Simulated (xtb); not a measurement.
CH₄ClFOSi, SMILES OC[Si@@H](F)Cl. All values are semi-empirical tight-binding results from xtb (GFN2-xTB unless named), good for trends rather than for accurate numbers. Coordinates come from a GFN2-xTB optimisation. The structure was generated by enumeration; whether it is a known compound was not checked. Other conformers were not sampled.

Optimised geometry:

Bonded distances (Å): O1–C2 1.422, O1–H6 0.962, C2–Si3 1.910, C2–H7 1.093, C2–H8 1.098, Si3–F4 1.614, Si3–Cl5 1.990, Si3–H9 1.453. Bond angles (°): C2–O1–H6 109.2, O1–C2–Si3 113.0, O1–C2–H7 104.8, O1–C2–H8 109.9, Si3–C2–H7 111.0, Si3–C2–H8 111.2, H7–C2–H8 106.6, C2–Si3–F4 105.8, C2–Si3–Cl5 113.1, C2–Si3–H9 112.4, F4–Si3–Cl5 108.1, F4–Si3–H9 104.3, Cl5–Si3–H9 112.4.

Computed properties:
The orbital gap is 5.66 eV and the dipole moment comes out as 2.16 D. The zero-point energy is 33.3 kcal/mol, the G − E(el) at 298.15 K (modified RRHO) comes out as 13.2 kcal/mol and the static polarisability (D4 model) is 63.9 bohr³. The solvation energy, GFN2-xTB/ALPB(water) comes out as -4.3 kcal/mol and the solvation energy, GFN2-xTB/ALPB(benzene) comes out as -3.7 kcal/mol.

Computed atomic charges and the Wiberg bond orders between heavy atoms:
charges (e) O1 -0.45, C2 -0.02, Si3 0.56, F4 -0.26, Cl5 -0.17, H6 0.28, H7 0.06, H8 0.03, H9 -0.03. Bond orders O1–C2 1.01, C2–Si3 0.87, Si3–F4 1.08, Si3–Cl5 1.19.
